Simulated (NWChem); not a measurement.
# hydronium (H$_{3}$O cation); SMILES [OH3+]

Computed with NWChem. Pople sets run with spherical d functions. Level B3LYP/6-31G*: optimisations from one semi-empirical or force-field start; each run changes one setting, and all end within 0.3 mHa of each other.

```csv
setting,optimisation steps
"redundant internal coordinates, default thresholds",2
trust radius 0.05,2
no line search,3
symmetry off,2
loose thresholds,1
```
